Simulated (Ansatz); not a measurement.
`C[CH2][Cd][Cl]` + H₂ → `[CH3][Cd][Cl]` + CH₄ at 500 K and 1 bar (hydrogenolysis of a C–C bond).

Gas-phase electronic energies from Ansatz, PBE0-D4/def2-TZVP geometries. CBS: MP2 limit from def2 TZ/QZ plus the TZ coupled-cluster correction, frozen cores. This one scheme is used for every species. Elements past krypton have def2 core potentials. For Cd outer-core shells are correlated without core-valence functions, which leaves a few kJ/mol of doubt a bond. One conformer a species, not always the lowest.

```
         species  CCSD(T)/CBS energy (Eh)  H − E (kJ/mol)  S (J/(mol·K))
`C[CH2][Cd][Cl]`               -706.64948           212.2          395.8
              H₂                 -1.17544            41.0          145.5
 `[CH3][Cd][Cl]`               -667.39508           127.3          339.6
             CH₄                -40.46206           135.6          206.8
```

H − E and S are ideal-gas, rigid-rotor, harmonic terms from PBE0-D4/def2-TZVP, for one conformer and one mirror image of each species. For small species the MP2-based limit differs from directly extrapolated CCSD(T) by up to some mEh (0.8 for H₂); such offsets cancel only in part. 1 Eh = 2625.50 kJ/mol, R = 8.31446 J/(mol·K).

Problem. By hand: ΔE, ΔH, ΔS and ΔG.

Solution. ΔE = (-667.39508) + (-40.46206) − (-706.64948) − (-1.17544) = -0.03222 Eh = -84.6 kJ/mol. Δ(H − E) = 127.3 + 135.6 − 212.2 − 41.0 = 9.7, so ΔH = -74.9 kJ/mol. ΔS = 339.6 + 206.8 − 395.8 − 145.5 = 5.1 J/(mol·K). ΔG = -74.9 − 500 × (5.1)/1000 = -77.5 kJ/mol.

Problem. By hand: the equilibrium constant, and the temperature at which ΔG would vanish if ΔH and ΔS stayed fixed.

Solution. log₁₀ K = −ΔG/(RT ln 10) = 8.1. ΔH and −TΔS have one sign here, so there is no such temperature.

The number of gas molecules stays the same, so ΔS is small and ΔH decides. A doubt of 5 kJ/mol in ΔE shifts log₁₀ K by 0.5 here. Other conformers and mirror images would add mixing entropy, several J/(mol·K) or more a flexible species. These are equilibria of isolated gas molecules and say nothing of rates. Largest T1 diagnostic: 0.012 (customary marks: 0.02 for closed shells, 0.045 for open ones).

ΔS is within the doubt of such terms, so its sign, and with it that verdict, could turn.
